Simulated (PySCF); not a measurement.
# How methods differ on the excitation energy of P⁺

P⁺ [Ne] 3s2 3p2 (3P) → P⁺ [Ne] 3s1 3p3 (5S), as a difference of total energies. Calculation: PySCF 2.14, in aug-cc-pVDZ-DK (5s4p2d, 27 functions); scalar relativity by spin-free X2C-1e. Correlated levels: valence: [Ne] frozen. The calculations carry no spin-orbit coupling.

```csv
method,excitation energy (eV),error (eV)
UHF,4.007,-1.620
MP2 (valence),4.888,-0.739
SCS-MP2 (valence),5.289,-0.338
CCSD (valence),5.271,-0.356
CCSD(T) (valence),5.297,-0.330
CCSDT (valence),5.307,-0.320
FCI (valence),5.308,-0.319
```

Reference: 5.627 eV (measured; NIST levels, between the centres of gravity of the two terms).

Errors of the correlated levels include the incompleteness of this basis and the frozen core.
